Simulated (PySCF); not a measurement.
Si(OH) (HOSi), SMILES O[Si] (connectivity only; charge and spin as stated), neutral, multiplicity 2.

Geometry: PBE-D3(BJ)/def2-TZVPD.

Computed with PBE/def2-TZVPD (PySCF).

```yaml
total_energy: -365.10112 hartree
point_group: Cs
"α spin, highest occupied and lowest empty level": -3.71 and -3.11 eV
"β spin, highest occupied and lowest empty level": -7.44 and -2.81 eV
dipole_moment: 1.41 D
quadrupole, principal values (traceless, Buckingham form, about the centre of nuclear charge): -4.93, 1.74, 3.18 D·Å
mean_static_polarisability: 42.3 bohr³ (6.26 Å³)
polarisability_principal_values: 35.8, 42.9, 48.2 bohr³
"⟨S²⟩": 0.756 (pure state 0.75)
```
